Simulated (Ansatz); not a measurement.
Relaxation of Cl₃H₄NOZr (10 atoms, charge 0, multiplicity 1), to a largest force component of 0.03 eV/Å in at most 50 steps.

All numbers below come from Ansatz, RKS PBE-D4/def2-SVP.

```xyz
10
Properties=species:S:1:pos:R:3
Zr 0.121 -0.574 -0.501
N 0.500 0.171 2.784
H -0.351 0.424 3.305
H 1.303 0.473 3.352
Cl 2.158 0.535 -0.908
Cl -1.712 0.876 -0.209
Cl -0.357 -1.735 -2.483
O 0.261 -2.053 0.870
H 0.243 -3.013 0.696
H 0.522 -0.871 2.725
```

Task: Where does it end, and by what steps?

Result: The run converged. The force dipped under the threshold on the way, but the program's further checks kept it going. After 22 steps the energy has fallen by 0.810 eV; H4 moved furthest, 1.01 Å. Joined: Zr1–N2 (3.39 → 2.45 Å).

| step | energy less start (eV) | largest force component (eV/Å) | accepted |
| --- | --- | --- | --- |
| 0 | 0.0000 | 1.501 | yes |
| 1 | -0.2631 | 0.550 | yes |
| 2 | -0.5333 | 0.733 | yes |
| 3 | -0.6854 | 0.849 | yes |
| 4 | -0.7644 | 0.672 | yes |
| 5 | -0.7768 | 0.506 | yes |
| 6 | -0.8024 | 0.070 | yes |
| 7 | -0.8043 | 0.235 | yes |
| 8 | -0.8075 | 0.056 | yes |
| 9 | -0.8078 | 0.005 | yes |
| 10 | -0.8080 | 0.052 | yes |
| 11 | -0.8081 | 0.052 | yes |
| 12 | -0.8079 | 0.150 | no |
| 13 | -0.8079 | 0.106 | no |
| 14 | -0.8084 | 0.012 | yes |
| 15 | -0.8084 | 0.117 | no |
| 16 | -0.8089 | 0.025 | yes |
| 17 | -0.8091 | 0.073 | yes |
| 18 | -0.8094 | 0.084 | yes |
| 19 | -0.8100 | 0.070 | yes |
| 20 | -0.8014 | 0.499 | no |
| 21 | -0.8097 | 0.178 | no |
| 22 | -0.8103 | 0.020 | yes |

```xyz
10
Properties=species:S:1:pos:R:3
Zr 0.157 -0.595 -0.002
N 0.479 0.070 2.329
H -0.408 0.337 2.778
H 1.129 0.862 2.435
Cl 2.305 0.435 -0.215
Cl -1.800 0.754 0.258
Cl -0.161 -1.343 -2.236
O 0.123 -2.328 0.867
H -0.007 -3.239 0.556
H 0.869 -0.720 2.862
```

Whether the end is a true minimum wasn't checked by a vibrational analysis.

The run took 49 s on 4 threads of Arm Neoverse V1, on a shared host, peak memory 0.21 GiB.
